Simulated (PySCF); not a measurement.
Cartesian coordinates in Å; atom numbers follow the order of the lines, from 1:
```xyz
14

N    -3.1668    0.3306    0.3825
Si   -1.7553   -0.6278    0.7187
Si    0.0877    0.6240   -0.0109
O     1.4894   -0.0949    0.5355
Si    3.1091   -0.2652    0.2342
H    -4.0827   -0.1034    0.4300
H    -3.2111    1.2782    0.7418
H    -1.8684   -1.8915   -0.0734
H    -1.5436   -1.0333    2.1523
H     0.0153    2.0305    0.5050
H     0.1058    0.7034   -1.5080
H     3.3257   -1.0250   -1.0343
H     3.7669    1.0721    0.1099
H     3.7208   -1.0128    1.3685
```

Geometry: PBE0-D3(BJ)/def2-SVP; GIAO absolute shieldings from PySCF 2.14, gas phase, non-relativistic, averaged over equivalent atoms.

At WP04/pcSseg-1 (151 basis functions, 10 s wall time on 1 thread of an Arm Neoverse V2, shared host):
| atoms | σ (ppm) |
| --- | --- |
| N1 | 253.3 |
| Si3 | 369.4 |
| Si5 | 383.8 |
| Si2 | 388.1 |
| O4 | 331.8 |
| H10/H11 | 27.11 |
| H12/H13/H14 | 27.41 |
| H8/H9 | 27.45 |
| H6/H7 | 31.76 |

Predict the values at wB97X-D/pcSseg-1 on the same geometry.

Answers


| atoms | σ at wB97X-D/pcSseg-1 | change |
| --- | --- | --- |
| N1 | 270.8 | +17.5 |
| Si3 | 379.4 | +10.0 |
| Si5 | 387.9 | +4.1 |
| Si2 | 405.0 | +16.9 |
| O4 | 348.8 | +17.0 |
| H10/H11 | 26.20 | -0.91 |
| H12/H13/H14 | 26.54 | -0.87 |
| H8/H9 | 26.63 | -0.82 |
| H6/H7 | 31.73 | -0.03 |

The largest change is at N1 (nitrogen bonded to Si, 2 H). Cost: 151 basis functions, 17 s wall time on 1 thread of an Arm Neoverse V2, shared host.
